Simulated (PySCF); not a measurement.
# One molecule, several mistakes: AlCFH3N

These are calculations, not measurements. The program is PySCF 2.14.0, an open-source quantum chemistry code, run on an isolated molecule that a program drew, which may never have been made. The molecule is AlCFH3N (charge 0, singlet), drawn as the SMILES string `C[N]=[Al][F]`.

Each row is a Hartree-Fock (HF) and frozen-core CCSD(T) single point in the cc-pV(D+d)Z basis, meant for a local HF minimum. Run 1 is clean. Each other run has one planted mistake out of seven kinds, and not every kind appears here: one electron removed, one electron added, multiplicity raised by two, geometry at a saddle point, minimal basis STO-3G, one bond length entered in bohr, all coordinates scaled. The reference is restricted for singlets and unrestricted otherwise, and also for a bond in bohr. Adding or removing an electron swaps singlet and doublet. Electrons count all cores. HOMO and LUMO are orbital energies over both spins, the gradient is its largest component, and the lowest frequency (negative if imaginary) is given only where the gradient is small. Bond lengths are over the 6 bonds as drawn. T1 is the CCSD diagnostic: over 0.02 (restricted) or 0.045 (unrestricted) a single reference is doubtful.

Geometry of the clean run:
```xyz
7
AlCFH3N, angstrom
C     0.0208   -1.2251   -2.3660
N     1.3961   -0.8927   -2.4630
Al    2.9302   -0.5221   -2.5709
F     4.5154   -0.1392   -2.6832
H    -0.3026   -1.8748   -3.1876
H    -0.2082   -1.7533   -1.4332
H    -0.6186   -0.3350   -2.3932
```

```
run  electrons  basis functions  <S^2>  HOMO (eV)  LUMO (eV)  gradient (hartree/bohr)  lowest frequency (cm^-1)  mean bond (Å)  longest bond (Å)      T1  HF (hartree)  CCSD(T) (hartree)                          mistake
  1         38               80  0.000      -8.95       0.92                  1.6e-05                       158         1.3206             1.635  0.0179    -435.42867         -436.02621                         no fault
  2         38               80  0.000      -8.90       0.75                  2.1e-02                         -         1.3496             1.671  0.0188    -435.42479         -436.02785           all coordinates scaled
  3         38               80  1.114      -8.92       0.44                  1.2e-01                         -         1.5309             2.680  0.0260    -435.28907         -435.84853  one bond length entered in bohr
  4         37               80  0.762     -16.64      -5.78                  1.0e-01                         -         1.3206             1.635  0.0202    -435.17558         -435.72384             one electron removed
  5         38               27  0.000      -4.65       8.45                  9.0e-02                         -         1.3206             1.635  0.0254    -429.85777         -430.07302             minimal basis STO-3G
  6         38               80  2.010      -6.23       0.87                  1.3e-01                         -         1.3206             1.635  0.0179    -435.38722         -435.94480                                ?
```

**Which mistake was planted in run 6, and what did it cost?**

Electrons, basis and geometry are unchanged, and <S^2> is 2.010, beside S(S+1) = 2.00 for a multiplicity of 3. So the mistake is: multiplicity raised by two. Subtracting run 1 and multiplying by 627.51 kcal/mol a hartree, the energy moved by 26.0 kcal/mol in HF and 51.1 kcal/mol in CCSD(T).

Cautions from the logs. Run 5: T1 is over the limit, so its CCSD(T) energy is less reliable.
